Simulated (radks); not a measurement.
Yb I, 70 electrons, occupied as [Xe] 4f14 6p2 (not the ground configuration). Method: scalar-relativistic Kohn-Sham, BLYP, spin-polarised, spherical densities, finite nucleus; open shells are filled with parallel spins first (spin-orbit coupling, left out, can overturn this in heavy ions); Fermi nuclear charge, rms radius 5.3108 fm; computed with a radial shooting solver on a logarithmic mesh with Libxc functionals. Some entries of the table are withheld. Estimate them.

| orbital | occ. | eigenvalue (hartree) | <1/r> (bohr^-1) | <r^2> (bohr^2) |
|---|---|---|---|---|
| 1s up | 1 | -2250.401 | 80.62 | 0.0005300 |
| 1s down | 1 | -2250.401 | 80.62 | 0.0005300 |
| 2s up | 1 | -381.3790 | 18.80 | 0.008211 |
| 2s down | 1 | -381.3788 | 18.80 | 0.008211 |
| 2p up | 3 | -336.2063 | 17.26 | 0.006713 |
| 2p down | 3 | -336.2060 | 17.26 | 0.006713 |
| 3s up | 1 | -86.02933 | 6.945 | 0.05369 |
| 3s down | 1 | -86.02924 | 6.945 | 0.05369 |
| 3p up | 3 | -72.40819 | 6.465 | 0.05420 |
| 3p down | 3 | -72.40807 | 6.465 | 0.05420 |
| 3d up | 5 | -55.80533 | 6.124 | 0.04509 |
| 3d down | 5 | -55.80518 | 6.124 | 0.04509 |
| 4s up | 1 | -16.99468 | 2.935 | 0.2688 |
| 4s down | 1 | -16.99449 | 2.935 | 0.2688 |
| 4p up | 3 | -12.52276 | 2.678 | 0.3057 |
| 4p down | 3 | -12.52254 | 2.678 | 0.3057 |
| 4d up | 5 | -6.63370 | 2.367 | 0.3645 |
| 4d down | 5 | -6.63336 | 2.367 | 0.3645 |
| 5s up | 1 | -2.11968 | 1.098 | 1.645 |
| 5s down | 1 | -2.11758 | 1.098 | 1.646 |
| 5p up | 3 | -1.10836 | 0.9012 | 2.395 |
| 5p down | 3 | -1.10640 | 0.9012 | 2.393 |
| 6s up | 0 | (1) | 0.3387 | 15.53 |
| 4f up | 7 | -0.20838 | 1.731 | 0.8700 |
| 4f down | 7 | -0.20744 | 1.732 | 0.8593 |
| 6s down | 0 | (2) | 0.3561 | 14.26 |
| 5d up | 0 | -0.09887 | 0.4408 | 11.85 |
| 6p up | 2 | -0.08748 | 0.2438 | 29.36 |
| 5d down | 0 | -0.08481 | 0.4721 | 9.871 |

Answer. 
(1) 6s up eigenvalue (hartree): -0.20980
(2) 6s down eigenvalue (hartree): -0.18577
